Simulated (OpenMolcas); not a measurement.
Tc3+ (d4) among equal point charges was computed by CASSCF with the d shell active (OpenMolcas, ANO-RCC-VDZP on the metal). Its lowest spin-free states, and all those of the highest spin:

```json
{"2S+1": "5", "Degeneracy": "1", "E (cm-1)": "0.0"}
{"2S+1": "5", "Degeneracy": "1", "E (cm-1)": "7807"}
{"2S+1": "3", "Degeneracy": "1", "E (cm-1)": "8337"}
{"2S+1": "3", "Degeneracy": "2", "E (cm-1)": "10997"}
{"2S+1": "5", "Degeneracy": "2", "E (cm-1)": "16127"}
{"2S+1": "1", "Degeneracy": "1", "E (cm-1)": "17424"}
{"2S+1": "3", "Degeneracy": "1", "E (cm-1)": "18174"}
{"2S+1": "1", "Degeneracy": "1", "E (cm-1)": "18473"}
{"2S+1": "5", "Degeneracy": "1", "E (cm-1)": "19172"}
{"2S+1": "1", "Degeneracy": "2", "E (cm-1)": "19842"}
{"2S+1": "3", "Degeneracy": "2", "E (cm-1)": "20087"}
{"2S+1": "3", "Degeneracy": "1", "E (cm-1)": "20090"}
```

Task: Is the site octahedral, tetrahedral or cube-like, axial, or of lower symmetry?

Result: The states with 2S+1 = 5 have orbital degeneracies 1, 1, 2, 1. There are pairs but no triples, so the site is axial: not cubic, but with a proper or improper axis of order three or more. The run had Tc3+ among 6 point charges of -1 e arranged as a tetragonal octahedron (D4h), 1.73 Å from the ion, with the axial distance 1.540 Å.

Without dynamic correlation the repulsion within the d shell is too large (B by tens of per cent), so at a given field states of lower spin stand too high. This shell can be high or low spin here, a state of another spin lies low, and with metal d orbitals alone active their balance is uncertain, so the ground spin may be wrong. Point charges give a weaker field than real ligands, and real ions of this kind are as a rule low spin; the high spin found here belongs to the model. Point charges carry no covalency, so the field is a model and not that of real ligands. No measured value stands beside these numbers.
